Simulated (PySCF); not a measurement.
**Fractional electron number in Cu⁺ (copper, charge +1)**

The 3d beta orbital of [Ar] 3d10 is emptied in steps (occupation f), with all orbitals relaxed, ending at [Ar] 3d9. All numbers are calculated (PySCF 2.14, a scalar-relativistic core potential, in aug-cc-pVTZ-PP with ECP10MDF). The exact energy is a straight line in f; departures are measured from the line between the end points of the same method.

```csv
f,B3LYP (eV)
1,0.000
0.9,-0.433
0.7,-1.028
0.5,-1.244
0.3,-1.060
0.1,-0.461
0,0.000
```

Task: For B3LYP, how does the orbital energy at f = 1 compare with the removal energy?

Result: −ε = 15.634 eV against a total-energy difference of 20.405 eV. By Janak's theorem ε = ∂E/∂f, so the gap between them reflects the curvature. Along the path −ε is 16.515 (f = 0.9), 18.362 (f = 0.7), 20.311 (f = 0.5), 22.349 (f = 0.3), 24.468 (f = 0.1) eV.

Reference removal energy between the ground levels: 20.292 eV (measured; NIST Atomic Spectra Database, ionization energies). The calculation has no spin-orbit coupling.
